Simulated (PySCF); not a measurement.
Isomers of C7H11NS, from PBE0-D3(BJ)/def2-SVP geometry optimisation, gas phase (PySCF). One conformer each, no zero-point energy, no frequencies.

Question: Which is lower in electronic energy at this level?
A. `[CH2:1]=[CH:2][C:3](=[CH2:4])[CH2:5][NH:6][C:7]([CH3:8])=[S:9]` with C1–C2–C3–C4 175°, C2–C3–C5–N6 -67°, C3–C5–N6–C7 129°, C5–N6–C7–C8 -178°: A = 2237, B = 806.7, C = 743.4 MHz, dipole 4.20 D
B. `[CH2:1]=[CH:2][CH2:3][C@H:4]([CH2:5][C:6]#[N:7])[S:8][CH3:9]` with C1–C2–C3–C4 -116°, C2–C3–C4–C5 58°, C3–C4–C5–C6 58°, C3–C4–S8–C9 -69°: A = 1809, B = 930.1, C = 709.6 MHz, dipole 3.61 D

Answer: A. That is `C=CC(=C)CNC(C)=S`, 8.0 kcal/mol below the other.

| SMILES | mapped SMILES | E (Eh) | relative (kcal/mol) | relative (kJ/mol) | dipole (D) |
| --- | --- | --- | --- | --- | --- |
| C=CC(=C)CNC(C)=S | [CH2:1]=[CH:2][C:3](=[CH2:4])[CH2:5][NH:6][C:7]([CH3:8])=[S:9] | -725.40096 | 0.0 | 0.0 | 4.20 |
| C=CC[C@H](CC#N)SC | [CH2:1]=[CH:2][CH2:3][C@H:4]([CH2:5][C:6]#[N:7])[S:8][CH3:9] | -725.38824 | 8.0 | 33.4 | 3.61 |

As drawn, the lower has an N–H bond and a C=S bond, which the higher lacks; the higher has a C≡N group, which the lower lacks.
